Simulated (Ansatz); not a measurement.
Species: cyclo[10]carbon `c1c#cc#cc#cc#cc#1` (charge 0, multiplicity 1), formula C10.

How many basis functions does frozen-core CCSD(T)/def2-SVP // CAM-B3LYP-D3(BJ)/def2-SVP (Ansatz, a quantum-chemistry and plane-wave program) use, how many core orbitals are frozen, and how many electrons are correlated?

140 basis functions and 10 frozen orbitals, which leaves 40 correlated electrons. Core time is of the order of seconds.
